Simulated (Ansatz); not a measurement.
CuF2, relaxed as a quartet with UKS PBE-D4/def2-TZVP in Ansatz, starting from the PBE-D4/def2-TZVP geometry of the neutral doublet. Force threshold 0.02 eV/Å.

At PBE-D4/def2-TZVP a doublet of charge 0 lies 4.54 eV below the quartet, each at its own geometry. The structure comes from a short search, and lower isomers may exist.

Start:

```xyz
3

Cu    0.000    0.000    0.000
F     0.799    1.125   -1.056
F    -0.799   -1.125    1.056
```

Task: Estimate the energy that the relaxation releases and the steps that it takes.

Result: 96.8 kJ/mol, in 19 steps; 1.8 min on 4 threads of Arm Neoverse V2 on a shared host. The force fell under the threshold at step 4, but the optimiser went on and released 0.723 eV more. No frequencies were taken in this run, so the end may be a saddle point.

Task: Does the start keep its bonding and symmetry?

Result: By distances, no bond broke or formed. The bond that changes most is Cu1–F3, from 1.74 to 1.83 Å (atoms count from 1). Point group D∞h at the start, C2v at the end, both within 0.05 Å.

Task: Predict the relaxed structure.

Result: 
```xyz
3

Cu   -0.0909   -0.5231   -0.6260
F     0.6654    1.1339   -0.5060
F    -0.5745   -0.6108    1.1320
```
Bond lengths: 2 × Cu–F 1.83 Å.
